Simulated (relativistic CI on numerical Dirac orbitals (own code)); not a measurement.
Hyperfine structure of Tb55+, mass number 157

Method of calculation: Dirac-Coulomb-Breit CI, separate exchange-only KLI orbitals for each configuration, QED by a radiative potential, unscaled Slater integrals (own radial code, finite nucleus).

CI space (outside the closed core 1s2): 2s2 2p6, 2s2 2p5 3s, 2s2 2p5 3p, 2s2 2p5 3d, 2s 2p6 3s, 2s 2p6 3p, 2s 2p6 3d, 2s2 2p5 4s, 2s2 2p5 4p, 2s2 2p5 4d, 2s2 2p5 4f, 2s2 2p4 3s2, 2s 2p6 4s, 2s 2p6 4p, 2s2 2p4 3s 3p, 2s 2p6 4d. Levels of other configurations are missing.

Nuclear spin I = 3/2, μ = 2.03 μN, Q = 1.4 b (tables of Stone and Pyykkö). The electronic factors are computed for point nuclear moments, without core polarisation or the Bohr-Weisskopf and QED corrections.

```csv
Level,E (10³ cm⁻¹),A (GHz),B (GHz)
2s2 2p5 3s 3P°_2,50871.5,1724,-1440
2s2 2p5 3s 1P°_1,50929.3,-289.7,-706
2s2 2p5 3p 3D_2,51872.2,919.1,-1440
2s2 2p5 3p 3D_3,53521.0,458.4,-1040
2s2 2p5 3p 1P_1,53522.5,466.1,396
2s2 2p5 3p 3P_2,53608.2,457.8,-3.58
2s2 2p5 3d 3P°_1,54674.8,368.7,505
2s2 2p5 3d 3F°_3,54694.3,412.5,-1370
```

Levels with J = 0, under 50 % of one LS term, or S terms without an open s electron are left out. Small factors come from cancelling terms and can be off by tens of per cent or more.

At this charge energies of transitions that change n are usually good to better than 1 %, and those within a shell (Δn = 0) to a few per cent.

Question: Give the hyperfine levels of 2s2 2p5 3s 3P°_2 relative to its centre of gravity.

Answer: With K = F(F + 1) − I(I + 1) − J(J + 1), E = AK/2 + B[¾K(K + 1) − I(I + 1)J(J + 1)]/[2I(2I − 1)J(2J − 1)]: F = 1/2: -9022, F = 3/2: -5173, F = 5/2: 39.86, F = 7/2: 4812 GHz.

LS names give the leading component of a level, which can be under half, so a name can repeat, a term be missing and a line seem to break the LS rules.
